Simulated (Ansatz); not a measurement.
The same silylene extrusion along the group F, Cl, Br.

Gas-phase electronic energies from Ansatz, PBE0-D4/def2-TZVP geometries. CCSD(T)/CBS is the MP2 limit (def2-TZVPP, def2-QZVPP) plus CCSD(T) − MP2 in def2-TZVPP, frozen cores. This one scheme is used for every species. DFT in def2-TZVPP. For Br outer-core shells are correlated without core-valence functions, which leaves a few kJ/mol of doubt a bond. Scalar relativity is left out up to krypton. Each species was taken in one conformer, which may not be the lowest.

| reaction | r2SCAN-D4 (kcal/mol) | B2PLYP (kcal/mol) |
| --- | --- | --- |
| `CO[Si](C)(N)F` → `CF` + `CO[Si]N` | 96.5 | 90.9 |
| `CO[Si](C)(N)Cl` → `CCl` + `CO[Si]N` | 79.8 | 73.1 |
| `CO[Si](C)(N)Br` → `CBr` + `CO[Si]N` | 76.2 | 69.2 |

Task: Give the CCSD(T)/CBS values in the same order. (An estimate is asked.)

Result: The calculation gave: 94.7, 76.8, 73.8 kcal/mol.

Largest T1 diagnostic: 0.013, for `CO[Si]N`.
